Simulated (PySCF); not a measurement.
B(AsH2)(H)(Me) (CH6AsB), SMILES CB[AsH2]. Coordinates come from a r2SCAN-D4/def2-SVP optimisation.

Computed equilibrium geometry at r2SCAN-D4/def2-SVP (PySCF confirms it by a frequency run) as bond lengths and angles:
Atoms: B1 As2 H3 H4 H5 C6 H7 H8 H9. Bond lengths (Å): B1–As2 2.006, B1–H5 1.212, B1–C6 1.559, As2–H3 1.515, As2–H4 1.517, C6–H7 1.108, C6–H8 1.104, C6–H9 1.100. Bond angles (°): As2–B1–H5 116.5, As2–B1–C6 123.4, H5–B1–C6 119.8, B1–As2–H3 98.8, B1–As2–H4 98.8, H3–As2–H4 96.5, B1–C6–H7 106.6, B1–C6–H8 111.4, B1–C6–H9 116.5, H7–C6–H8 104.4, H7–C6–H9 107.8, H8–C6–H9 109.4.
Charge 0, spin multiplicity 1.
